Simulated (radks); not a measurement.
Spin polarisation of the 4d8 shell in Ag3+. Start: [Kr] 4d(up 4, down 4); electrons of 4d are moved from spin down to spin up, other shells keep equal spins. All-electron calculation, scalar-relativistic Kohn-Sham, LDA (Slater exchange, Perdew-Wang correlation), spin-polarised, spherical densities, point nucleus. Program: a radial shooting solver on a logarithmic mesh with Libxc functionals.

moment (Bohr magnetons)  E - E(0) (eV)  e(4d up) (eV)  e(4d down) (eV)  4p down minus up (eV)  4s down minus up (eV)  3d down minus up (eV)
0                                0.000        -43.973          -43.973                  0.000                  0.000                  0.000
0.5                             -0.045        -44.151          -43.788                  0.383                  0.378                  0.101
1                               -0.181        -44.321          -43.596                  0.767                  0.756                  0.203
1.5                             -0.408        -44.485          -43.396                  1.151                  1.134                  0.304
2                               -0.726        -44.642          -43.188                  1.536                  1.513                  0.406

At moment 2 the spin-polarisation energy is -0.726 eV and the 4d exchange splitting 1.454 eV, that is 0.727 eV per Bohr magneton; E = -I m^2/4 would give I = 0.726 eV.
